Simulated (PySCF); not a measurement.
## Steps of a relaxation of [HfO(OH)3]−

[HfO(OH)3]− (singlet). PySCF 2.14.0, RKS PBE, Hf def2-SVP with ECP60, O def2-SVP, H def2-SVP; non-relativistic Hamiltonian with scalar-relativistic core potentials where named; density fitting; no spin-orbit coupling. Origin of the start: template. Columns: position (Å) and force (eV/Å). Energies are counted from the last step; some of the 49 steps are shown. Forces carry noise of the integration grid, about 0.01 to 0.03 eV/Å.

Run from Python with OMP_NUM_THREADS=2. Where DIIS fails, smearing, a level shift and second-order steps follow.
It took 2.8 min on 2 threads of Intel(R) Xeon(R) 6975P-C (Granite Rapids), on a shared host, from the converged density of the start.

```xyz
8
step 0  E = 5.748 eV
Hf    0.0313    0.0000   -0.0043    -8.27    0.00   -1.38
O     1.6445    0.0000   -0.0043    15.44    0.00    0.33
O     0.0313    1.9184   -0.0043    -0.53    4.04    0.50
H     0.0313    2.8184    0.3457     0.02    0.03   -0.24
O    -1.8871    0.0000   -0.0043    -5.49    0.00    0.75
H    -2.7871    0.0000    0.3457    -0.67    0.00   -0.24
O     0.0313   -1.9184   -0.0043    -0.53   -4.04    0.50
H     0.0313   -2.8184    0.3457     0.02   -0.03   -0.24
```

```xyz
8
step 16  E = 0.196 eV
Hf   -0.3456    0.0000    0.1673     0.68    0.00   -0.23
O     0.8886    0.0000    1.5352    -0.25    0.00   -0.15
O     0.0947    1.7483   -0.8763    -0.31   -0.61    0.09
H     0.8826    2.1075   -0.4416     0.24    0.20    0.08
O    -2.2487    0.0000    0.7695    -0.57    0.00   -0.02
H    -3.1225    0.0000    1.1795     0.26    0.00    0.06
O     0.0947   -1.7483   -0.8763    -0.31    0.61    0.09
H     0.8826   -2.1075   -0.4416     0.24   -0.20    0.08
```

```xyz
8
step 32  E = 0.008 eV
Hf   -0.4262    0.0000    0.1361     0.05    0.00   -0.03
O     0.5076    0.0000    1.7128     0.01    0.00    0.04
O     0.1555    1.6749   -0.8905    -0.01   -0.01   -0.03
H     0.9284    2.1393   -0.5271    -0.02    0.02    0.02
O    -2.4412    0.0000    0.5311     0.06    0.00   -0.08
H    -2.6814    0.0000    1.4709    -0.05    0.00    0.11
O     0.1555   -1.6749   -0.8905    -0.01    0.01   -0.03
H     0.9284   -2.1393   -0.5271    -0.02   -0.02    0.02
```

Question: Where does the relaxation end?

Answer: It converges at step 48 in nearly C3v:
```xyz
8
step 48  E = 0
Hf   -0.3710    0.0000    0.1148
O     0.5390    0.0000    1.7070
O     0.1754    1.6865   -0.9138
H     0.8192    2.2635   -0.4695
O    -2.3818    0.0000    0.5130
H    -2.6488    0.0000    1.4474
O     0.1754   -1.6865   -0.9138
H     0.8192   -2.2635   -0.4695
```

Question: How did the contacts change?

Answer: 
```tsv
contact	start (Å)	end (Å)
Hf1–O2 (O)	1.613	1.834
Hf1–O3 (OH)	1.918	2.050
Hf1–O5 (OH)	1.918	2.050
Hf1–O7 (OH)	1.918	2.050
```
